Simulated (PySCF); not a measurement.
BrHOTe. Atoms are numbered in the order given.

```xyz
4

Te     0.0429    -0.6041     0.6616
Br     0.1184     1.3904    -0.8239
O     -0.6020    -1.9236    -0.6127
H     -1.5617    -1.8639    -0.6644
```

Geometry: PBE0-D3(BJ)/def2-TZVP. The def2 effective core potentials stand for the cores of Te; spin–orbit coupling is left out. One conformer was computed; it need not be the lowest.

Computed with PySCF with PBE0/def2-TZVPD.

Isolated molecule, no solvent.

```yaml
total_energy: -2917.69452 hartree
highest_occupied_level: -6.43 eV
lowest_empty_level: -2.46 eV
orbital_gap: 3.97 eV
dipole_moment: 0.392 e·Å
quadrupole, principal values (traceless, Buckingham form, about the centre of nuclear charge): -7.13, 2.07, 5.06 D·Å
mean_static_polarisability: 68.1 bohr³ (10.09 Å³)
polarisability_principal_values: 56.1, 60.5, 87.6 bohr³
```
